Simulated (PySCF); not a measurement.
ClF₃Hf, multiplicity 1. Atoms are numbered in the order given.

```xyz
5

Hf     0.0000     0.0000    -0.1933
F     -1.5505    -0.8952    -0.8475
F      0.0000     1.7904    -0.8475
F      1.5505    -0.8952    -0.8475
Cl     0.0000     0.0000     2.1650
```
Charge 0, spin multiplicity 1.

Coordinates come from a B3LYP-D3(BJ)/def2-SVP optimisation. The multiplicity is an assumed one; no other spin state was optimised. The structure was generated by enumeration; whether it is a known compound was not checked. The def2 effective core potentials stand for the cores of Hf; spin–orbit coupling is left out.

The numbers are results of ωB97X/def2-TZVP in PySCF, not measurements.

ESP charges are fitted to the potential on shells at 1.4 to 2.0 van der Waals radii. Atomic charges (e):

```csv
atom,Löwdin,ESP fit
Hf1,0.66,1.39
F2,-0.23,-0.36
F3,-0.23,-0.36
F4,-0.23,-0.36
Cl5,0.03,-0.31
```
